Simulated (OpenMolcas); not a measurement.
**Exact exchange and the vertical energy of the triplet above the singlet of BGeH3Cl2**

BGeH3Cl2: 7 atoms, total charge 0, spin state singlet. SMILES: `Cl[B](Cl)[GeH3]`. Geometry: relaxed at PBE0-D4/def2-TZVP.

The vertical energy of the triplet above the singlet y, in eV, basis cc-pVDZ; a is the functional's share of exact exchange. Programs: OpenMolcas 26.06.

| functional | program | a | y (eV) |
| --- | --- | --- | --- |
| revPBE | OpenMolcas | 0 | 3.85 |
| PBE | OpenMolcas | 0 | 3.86 |
| B3LYP | OpenMolcas | 0.2 | 4.10 |
| PBE0 | OpenMolcas | 0.25 | ? |
| BHLYP | OpenMolcas | 0.5 | 4.32 |

Question: Fit y = c + s·a to the known rows and predict PBE0.

Answer: 
1. Means of the 4 rows: a = 0.1750, y = 4.032.
2. Σ(Δa)² = 0.1675, Σ(Δa·Δy) = 0.15725, so the slope is 0.15725/0.1675 = 0.93881.
3. Intercept: 4.032 − (0.93881) × 0.1750 = 3.868. The largest residual of the fit is 0.044.
4. PBE0: 3.868 + (0.93881) × 0.25 = 4.10 eV.

The run gave 4.05 eV, so the prediction is off by +0.05 eV, more than the largest residual.
